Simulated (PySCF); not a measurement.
Input for PySCF: R-HF/3-21G on BF2H (SMILES FBF), a point of a bond scan (R = 1.187 Å).

```python
from pyscf import gto, scf, dft, mp
from pyscf.data.elements import chemcore

mol = gto.M(
    atom='''
    B    -0.23542436   -0.38535740    0.08189990
    H    -0.84419732   -1.38183527    0.29368107
    F     0.89919528   -0.13880538    0.70491879
    F    -0.67460427    0.50643007   -0.78304996
    ''',
    basis='3-21g',
    charge=0, spin=0, verbose=3, max_memory=1800)
mf = scf.RHF(mol)
mf.conv_tol = 1e-8
mf.max_cycle = 100
mf.kernel()
if not mf.converged:
    mf = mf.newton().run(mf.mo_coeff, mf.mo_occ)
```

**Question.** Predict the final total energy.

**Answer.** -223.0602 hartree.
